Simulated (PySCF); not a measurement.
Q: Write Cartesian coordinates for `C=CO[SiH](C)C` as optimised with PBE0-D3(BJ)/def2-SVP.

A: 
```
atom  x, y, z in Å
C1     3.0855    0.0376    0.5335
C2     1.7919    0.0075    0.8561
O3     0.8154    0.4691    0.0504
Si4   -0.8330    0.1285    0.1987
C5    -1.1904   -1.5616   -0.5126
C6    -1.7209    1.4879   -0.7125
H7     3.4155    0.4344   -0.4290
H8     3.8302   -0.3285    1.2408
H9     1.4603   -0.3879    1.8285
H10   -1.1610    0.1434    1.6618
H11   -2.2596   -1.8100   -0.4178
H12   -0.9216   -1.5992   -1.5799
H13   -0.6141   -2.3400    0.0111
H14   -2.8122    1.3583   -0.6428
H15   -1.4423    1.4833   -1.7777
H16   -1.4624    2.4728   -0.2955
```

Orientation and origin are arbitrary. Atoms count from 1 in this order. Si4 (oxygen-bound silicon) is distorted tetrahedral (angles from 106.0° to 112.5°).

Bonds between heavy atoms (Å): C1=C2 1.334, C2–O3 1.347, O3–Si4 1.690, Si4–C5 1.868, Si4–C6 1.862.

Theory: PBE0-D3(BJ)/def2-SVP geometry optimisation, gas phase (PySCF 2.14.0).

Point group: C1 (no symmetry element, even within 0.4 Å). Stationary, but not proved a minimum. The numbers are those of one conformer (C1–C2–O3–Si4 164°, C2–O3–Si4–C5 -79°).
